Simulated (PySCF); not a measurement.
A PySCF script (with the pyscf-properties extension) for the NMR shieldings of SMILES C=CCC(=C)C(=O)C(F)(F)F, C7H7F3O, on a PBE0-D3(BJ)/def2-SVP geometry:

```python
import basis_set_exchange as bse
import numpy as np
from pyscf import gto, dft
from pyscf.prop import nmr

atoms = """
C     3.226157    0.154896   -0.098171
C     2.068393   -0.193739   -0.660344
C     0.846525    0.663164   -0.713410
C    -0.337373    0.104929    0.035990
C    -0.242024   -0.843878    0.981003
C    -1.633295    0.719928   -0.340498
O    -1.727474    1.575943   -1.183200
C    -2.928488    0.258232    0.375188
F    -2.848825    0.482683    1.690213
F    -3.131144   -1.050200    0.195470
F    -3.974615    0.908444   -0.095874
H     3.357437    1.129603    0.383216
H     4.089364   -0.515652   -0.106473
H     1.978652   -1.183064   -1.127466
H     1.065360    1.672600   -0.323864
H     0.534597    0.822935   -1.759460
H    -1.108393   -1.226683    1.521289
H     0.734798   -1.260732    1.240473
"""
names = dict.fromkeys(["C", "O", "F", "H"], "pcSseg-2")
basis = {el: gto.basis.parse(bse.get_basis(n, elements=[el], fmt="nwchem")) for el, n in names.items()}
mol = gto.M(atom=atoms, basis=basis, charge=0, verbose=0)
mf = dft.RKS(mol, xc="B3LYP")
mf.grids.level = 2
mf.grids.alignment = dft.numint.BLKSIZE   # the property module wants whole blocks of grid points
mf.conv_tol = 1e-9
mf.kernel()

calc = nmr.RKS(mf)   # GIAO
C = mf.mo_coeff
Co = C[:, mf.mo_occ > 0]
resp = mf.gen_response(singlet=True, hermi=2)
def vind(x):   # induced exchange potential for any number of trial vectors
    d = np.einsum("pi,xij,qj->xpq", C, 2 * x.reshape(-1, C.shape[1], Co.shape[1]), Co, optimize=True)
    return np.einsum("xpq,pi,qj->xij", resp(d - d.transpose(0, 2, 1)), C, Co, optimize=True).ravel()
mo1, _ = nmr.rhf.solve_mo1(calc, with_cphf=vind)
sigma = calc.kernel(mo1)
for i, s in enumerate(sigma):   # ppm
    w = np.linalg.eigvalsh((s + s.T) / 2)
    print("%2d %-2s iso %8.1f  s11 %8.1f  s22 %8.1f  s33 %8.1f" % (i, mol.atom_pure_symbol(i), w.mean(), *w))
```

Q: What are the results?

A: 
```
 0 C  iso     49.9  s11    -68.5  s22     70.0  s33    148.2
 1 C  iso     30.4  s11    -96.0  s22     36.5  s33    150.7
 2 C  iso    139.6  s11    128.1  s22    134.7  s33    156.0
 3 C  iso     24.0  s11    -85.8  s22     18.9  s33    138.8
 4 C  iso     33.2  s11    -86.2  s22     23.4  s33    162.5
 5 C  iso    -14.8  s11   -112.2  s22     -7.4  s33     75.3
 6 O  iso   -316.9  s11   -912.2  s22   -411.7  s33    373.2
 7 C  iso     52.4  s11     35.4  s22     45.9  s33     75.8
 8 F  iso    245.8  s11    161.2  s22    249.6  s33    326.7
 9 F  iso    245.8  s11    161.7  s22    249.1  s33    326.7
10 F  iso    263.0  s11    188.9  s22    271.1  s33    329.0
11 H  iso     26.0  s11     22.4  s22     25.6  s33     29.9
12 H  iso     25.8  s11     22.8  s22     25.2  s33     29.6
13 H  iso     25.4  s11     23.0  s22     25.3  s33     27.8
14 H  iso     28.6  s11     25.0  s22     28.5  s33     32.4
15 H  iso     27.8  s11     23.1  s22     28.0  s33     32.2
16 H  iso     24.6  s11     22.3  s22     23.1  s33     28.3
17 H  iso     24.8  s11     21.4  s22     23.2  s33     29.9
```

These numbers come from an equivalent density-fitted implementation of the same equations, which agrees with the script to about 0.01 ppm for H and up to a few tenths of a ppm for heavy atoms, so last digits may differ.

Q: Turn these shieldings into chemical shifts. References, each an isolated molecule treated in the same way: ¹³C (σ = 179.19 ppm) and ¹H (σ = 31.39 ppm) against TMS; ¹⁷O (σ = 325.85 ppm) vs H2O; ¹⁹F (σ = 169.74 ppm) against CFCl3.

A: Averaging equivalent atoms: C 5: 193.9; C 3: 155.2; C 1: 148.8; C 4: 146.0; C 0: 129.3; C 7: 126.8; C 2: 39.6; O 6: 642.7; F 8/9/10: -81.8; H 16: 6.79; H 17: 6.57; H 13: 6.01; H 12: 5.54; H 11: 5.43; H 14/15: 3.18 ppm. Unscaled 19F shifts against computed CFCl3 carry errors that often reach 10 to 50 ppm. Unscaled 17O shifts of doubly bonded oxygen tend to come out too high, by tens of ppm or more. Experimental scales use liquid or dissolved standards, which lie at an offset from isolated H2O (liquid H2O: subtract about 36 ppm).

Size and cost of the density-fitted run: 494 basis functions; peak memory 3 GiB.
